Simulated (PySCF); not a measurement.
# C5H15GeN: core ionisation energies

Compound: GeH2Me(NHtBu), C5H15GeN.
Cartesian coordinates in Å at the PBE0-D3(BJ)/def2-SVP level; atoms count from 1:
```xyz
22
C5H15GeN angstrom
Ge     0.249    1.812    0.545
H     -0.271    1.897    1.995
H      1.801    1.795    0.603
C     -0.358    3.337   -0.503
H     -0.051    4.278   -0.023
H     -1.455    3.330   -0.588
H      0.075    3.309   -1.514
N     -0.472    0.328   -0.269
C     -0.062   -1.052   -0.018
C      0.067   -1.265    1.489
C     -1.157   -1.970   -0.566
C      1.272   -1.381   -0.701
H     -0.645    0.484   -1.259
H      0.323   -2.312    1.712
H      0.864   -0.636    1.918
H     -0.876   -1.018    1.998
H     -2.117   -1.752   -0.077
H     -0.909   -3.031   -0.407
H     -1.285   -1.816   -1.651
H      2.075   -0.727   -0.324
H      1.196   -1.228   -1.789
H      1.574   -2.426   -0.527
```

Computed, not measured: delta-SCF UKS SCAN, pcX-2 on the ionised atom, pcseg-1 elsewhere, spin-free X2C in PySCF 2.14.0. Binding energies are ΔSCF values: E(core-ionised, relaxed orbitals) − E(ground state) at a fixed geometry, referred to the vacuum level.

Task: What binding energy does each computed site have?

Result: 
```tsv
atom(s)	bonded to	level	binding energy (eV)	above the level's lowest (eV)	count
C4	3 H and Ge	C 1s	290.17	0.00	1
C10/C11/C12	C and 3 H	C 1s	290.26	+0.09	3
C9	N and 3 C	C 1s	291.21	+1.04	1
N8	C, H and Ge	N 1s	403.64	0.00	1
```

Lowest listed C 1s: C4, bonded to 3 H and Ge. Highest, 1.04 eV above it: C9, bonded to N and 3 C.

Task: Which effective nuclear charge Zeff reproduces each element's mean 1s value in the hydrogen-like formula E = 13.606 eV × Zeff²?

Result: C (Z = 6): mean 290.4 eV, Zeff = 4.62, Z − Zeff = 1.38; N (Z = 7): mean 403.6 eV, Zeff = 5.45, Z − Zeff = 1.55. Means run over the listed sites, weighted by atom count.

Task: Which photon energy gives electrons from C 1s of C9 a kinetic energy of 150 eV, and what is their de Broglie wavelength?

Result: hν = 291.21 + 150 = 441.21 eV, recoil neglected; λ = 12.264 Å/√(E/eV) = 1.00 Å.

One atom of each set of topologically equivalent atoms was ionised and stands for the set; in this conformer not all members are related by symmetry, and their own values weren't computed. No level of germanium is listed. One conformer (not necessarily the lowest) at the PBE0-D3(BJ)/def2-SVP geometry, without solvent, vibrations or thermal averaging.
